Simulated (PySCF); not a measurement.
# A small calculation by hand: entropy of an ideal gas

F2Si, SMILES F[Si]F (connectivity only; charge and spin as stated), charge +1, multiplicity 2.

Geometry optimised at B3LYP-D3(BJ)/def2-TZVP. The isomer is the one that the SMILES or the coordinates give; other isomers of the formula were not compared.

B3LYP-D3(BJ)/def2-TZVP in PySCF gives the harmonic wavenumbers 287, 920, 1107 cm⁻¹ and the rotational temperatures 2.5427, 0.3585, 0.3142 K. The molar mass is 66.08 g/mol, the symmetry number 2, the spin multiplicity 2.

Q: Work out the entropy at 298.15 K and 1 atm in the rigid-rotor, harmonic-oscillator model.

A: 
Translation (Sackur–Tetrode at 1 atm): S = R[1.5 ln M + 2.5 ln T − 1.16487] = 161.0 J/(mol K).
Rotation: q = (√π/σ) T^1.5/√(θA θB θC) = 8530, S = R[ln q + 3/2] = 87.7 J/(mol K).
Vibration: with u = 1.4388 ν/T, each mode gives R[u/(e^u − 1) − ln(1 − e^−u)]:
```json
[
 {"ν (cm⁻¹)": "287", "modes": "1", "u": "1.38", "S (J/(mol K))": "6.24"},
 {"ν (cm⁻¹)": "920", "modes": "1", "u": "4.44", "S (J/(mol K))": "0.54"},
 {"ν (cm⁻¹)": "1107", "modes": "1", "u": "5.34", "S (J/(mol K))": "0.25"}
]
```
These are all the modes. Sum 7.0 J/(mol K).
Spin: R ln 2 = 5.8 J/(mol K).
Total 261.5 J/(mol K); the program's own thermochemistry gives 261.5. Translation makes up 62 % and vibration 3 %. Anharmonicity, hindered rotation and orbital degeneracy are left out.
